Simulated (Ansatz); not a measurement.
C2H6AlFSi can be A, `C=C(F)[SiH2][AlH2]`, or B, `F/C=[C](/[AlH2])[SiH3]`.

Isolated molecules relaxed with PBE0-D4/def2-TZVP in Ansatz; ΔE leaves out vibrations. CCSD(T)/CBS is the MP2 limit (def2-TZVPP, def2-QZVPP) plus CCSD(T) − MP2 in def2-TZVPP, frozen cores. DFT in def2-TZVPP. B3LYP here is the variant with VWN-RPA as its local correlation; programs differ in this. One conformer a species, not always the lowest.

A:

```xyz
11

C    -0.1188    0.4742   -1.8245
C     0.8236    0.6546   -0.9107
F     1.9592    1.2977   -1.2726
Si    0.7770    0.1080    0.8924
Al   -1.3259   -1.0431    1.4305
H    -1.0362   -0.0363   -1.5628
H     0.0052    0.8290   -2.8420
H     1.9622   -0.7663    1.1339
H     0.9761    1.3195    1.7408
H    -2.4408   -1.2485    0.3162
H    -1.5816   -1.5889    2.8987
```

B:

Z-matrix (Å, degrees):
```
Si
C 1 1.865
H 1 1.487 2 111.2
H 1 1.487 2 111.3 3 -121.5
H 1 1.486 2 108.6 3 119.1
C 2 1.328 1 120.2 3 62.8
Al 2 1.933 1 126.0 3 -117.1
F 6 1.342 2 123.2 1 -0.1
H 6 1.089 2 127.3 1 179.9
H 7 1.583 2 120.8 1 0.2
H 7 1.588 2 116.9 1 -179.9
```

**Question.** Which is lower in electronic energy at CCSD(T)/CBS, and by how much? (Best estimate.)

**Answer.** The calculation gave: B, by 39.0 kJ/mol.

**Question.** Give E(B) − E(A) in kJ/mol with PBE0-D4, MP2/def2-TZVPP, CCSD(T)/def2-TZVPP, B2PLYP, ωB97M-V, CCSD/def2-TZVPP, B3LYP. (Estimate.)

**Answer.** Ansatz gave: PBE0-D4 -31.8, MP2/def2-TZVPP -54.1, CCSD(T)/def2-TZVPP -41.0, B2PLYP -43.2, ωB97M-V -45.5, CCSD/def2-TZVPP -39.9, B3LYP -36.6. None reverses the order clearly.

Largest T1 diagnostic: 0.013.

From PBE to PBE0 (25 % exact exchange), in def2-TZVPP and without D4, E(B) − E(A) moves by −3.4 kJ/mol.
